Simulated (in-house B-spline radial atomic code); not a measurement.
Checks on a self-consistent run for Tb²⁺, [Xe] (4f5/2)6 (4f7/2)3. Level of theory: Dirac-Hartree-Fock, average of the jj configuration, Fermi nucleus of rms radius 5.06 fm; calculated with a radial B-spline atomic code at the basis-set limit.

```tsv
orbital	q	ε (Eh)	<1/r>	<r²>	small-component weight
1s1/2	2	-1922.64605	73.0906	0.000631472	0.058777
2s1/2	2	-323.51082	17.493	0.0098143	0.013047
2p1/2	2	-306.69323	17.4271	0.00714145	0.013052
2p3/2	4	-279.18226	15.3441	0.00836547	0.01208
3s1/2	2	-74.01875	6.4007	0.0649524	0.0041727
3p1/2	2	-66.73235	6.30148	0.0606264	0.0040976
3p3/2	4	-60.90087	5.77944	0.0674405	0.0038345
3d3/2	4	-48.53711	5.6381	0.0539204	0.0036869
3d5/2	6	-47.21239	5.51389	0.0556452	0.0036166
4s1/2	2	-15.93749	2.64519	0.331504	0.0012951
4p1/2	2	-13.08030	2.53482	0.350014	0.0012164
4p3/2	4	-11.67671	2.36579	0.386058	0.0011289
4d3/2	4	-6.99228	2.13876	0.4472	0.00095526
4d5/2	6	-6.51910	2.0921	0.46166	0.00092544
4f5/2	6	-1.00776	1.55391	0.932655	0.00055189
4f7/2	3	-0.90402	1.51529	1.0163	0.00053019
5s1/2	2	-2.63139	0.97244	2.06417	0.00024612
5p1/2	2	-1.76952	0.865582	2.58383	0.00020048
5p3/2	4	-1.57229	0.799951	2.94855	0.00017378
```

Electron-electron repulsion V_ee = 4291.4617 hartree.

What total energy follows from the eigenvalues?

The eigenvalues count the repulsion twice, so E = Σqε - V_ee = -7420.633 - 4291.462 = -11712.095 hartree; the run printed -11712.095.

Does the Dirac virial theorem hold?

For a point nucleus E = -2c²Σq·w, with w the small-component weight. Here Σq·w = 0.3118 and c = 137.0360, so the ratio E/(-2c²Σq·w) is 1.000138; the finite nucleus accounts for the departure from 1.

What diamagnetic shielding (Lamb formula) and susceptibility (Langevin formula) do the radii give?

σ = (α²/3)Σq<1/r> = 443.232/(3·137.036²) = 7867.6 ppm, and χ = -0.79199×10⁻⁶·Σq<r²> = -30.37×10⁻⁶ cm³/mol with Σq<r²> = 38.34 bohr². Both are non-relativistic formulas without the paramagnetism of open shells; for so heavy an element the full relativistic shielding is larger by tens of per cent.
